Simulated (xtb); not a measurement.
chlorotrifluoromethane (CClF$_{3}$), singlet, at a GFN2-xTB geometry; xtb with GFN2-xTB.

The xtb input:
```
$ xtb mol.xyz --gfn 2 --json

# file mol.xyz
5

F     -0.86134566    -0.63254016    -1.02874238
C     -0.35035604    -0.00774362     0.01889747
F     -0.84407447     1.21875581     0.05006863
F     -0.74576507    -0.64039210     1.11088556
Cl     1.42134135     0.03141469    -0.07666418
```

It wrote (shortened):

```
   ID    Z sym.   atoms
    1    9 F      1, 3, 4
    2    6 C      2
    3   17 Cl     5

           -------------------------------------------------
          |                Calculation Setup                |
           -------------------------------------------------

           -------------------------------------------------
          |                 G F N 2 - x T B                 |
           -------------------------------------------------

          ...................................................
          :                      SETUP                      :
          :.................................................:
          :  # basis functions                  26          :
          :  # atomic orbitals                  25          :
          :  # shells                           11          :
          :  # electrons                        32          :
          :  max. iterations                   250          :
          :  Hamiltonian                  GFN2-xTB          :
          :  restarted?                      false          :
          :  GBSA solvation                  false          :
          :  PC potential                    false          :
          :  electronic temp.          300.0000000     K    :
          :  accuracy                    1.0000000          :
          :  -> integral cutoff          0.2500000E+02      :
          :  -> integral neglect         0.1000000E-07      :
          :  -> SCF convergence          0.1000000E-05 Eh   :
          :  -> wf. convergence          0.1000000E-03 e    :
          :  Broyden damping             0.4000000          :
          :  net charge                          0          :
          :  unpaired electrons                  0          :
          ...................................................

 iter      E             dE          RMSdq      gap      omega  full diag
   1    -20.8535220 -0.208535E+02  0.583E+00    7.87       0.0  T
   2    -20.9175498 -0.640278E-01  0.395E+00    6.90       1.0  T
   3    -20.9220347 -0.448490E-02  0.213E+00    7.10       1.0  T
   4    -20.9224202 -0.385581E-03  0.202E-01    7.06       1.0  T
   5    -20.9224709 -0.506146E-04  0.142E-01    7.10       1.0  T
   6    -20.9225042 -0.333552E-04  0.844E-02    7.12       1.0  T
   7    -20.9225194 -0.152147E-04  0.493E-02    7.15       1.0  T
   8    -20.9225202 -0.746982E-06  0.391E-03    7.15      11.4  T
   9    -20.9225202 -0.670720E-07  0.321E-04    7.15     139.5  T
[...]
         :: total energy             -20.881410670090 Eh    ::
[...]
        24                          0.0920928               2.5060
        25                          0.0934550               2.5430
      -------------------------------------------------------------
                  HL-Gap            0.2629192 Eh            7.1544 eV
             Fermi-level           -0.3597635 Eh           -9.7897 eV

     #   Z          covCN         q      C6AA      α(0)
     1   9 F        0.816    -0.155    10.783     3.879
     2   6 C        3.241     0.551    17.433     6.769
     3   9 F        0.816    -0.155    10.783     3.879
     4   9 F        0.816    -0.155    10.783     3.879
     5  17 Cl       0.964    -0.085   101.800    15.436

 Mol. C6AA /au·bohr⁶  :        572.004664
 Mol. C8AA /au·bohr⁸  :      16237.165967
 Mol. α(0) /au        :         33.842426

Wiberg/Mayer (AO) data.
largest (>0.10) Wiberg bond orders for each atom

 ---------------------------------------------------------------------------
     #   Z sym  total        # sym  WBO       # sym  WBO       # sym  WBO
 ---------------------------------------------------------------------------
     1   9 F    1.132 --     2 C    0.986
     2   6 C    3.886 --     1 F    0.986     3 F    0.986     4 F    0.986
                             5 Cl   0.928
     3   9 F    1.132 --     2 C    0.986
     4   9 F    1.132 --     2 C    0.986
     5  17 Cl   1.079 --     2 C    0.928
 ---------------------------------------------------------------------------

Topologies differ in total number of bonds
Writing topology from bond orders to xtbtopo.mol

molecular dipole:
                 x           y           z       tot (Debye)
 q only:        0.127       0.003      -0.007
   full:        0.419       0.009      -0.023       1.067
molecular quadrupole (traceless):
                xx          xy          yy          xz          yz          zz
 q only:       -0.212      -0.007       0.107       0.017       0.000       0.106
  q+dip:        1.173       0.039      -0.589      -0.095      -0.002      -0.584
   full:        1.625       0.054      -0.815      -0.132      -0.003      -0.809

           -------------------------------------------------
          | TOTAL ENERGY              -20.881410670090 Eh   |
          | GRADIENT NORM               0.000014179902 Eh/α |
          | HOMO-LUMO GAP               7.154395191390 eV   |
           -------------------------------------------------

normal termination of xtb
```
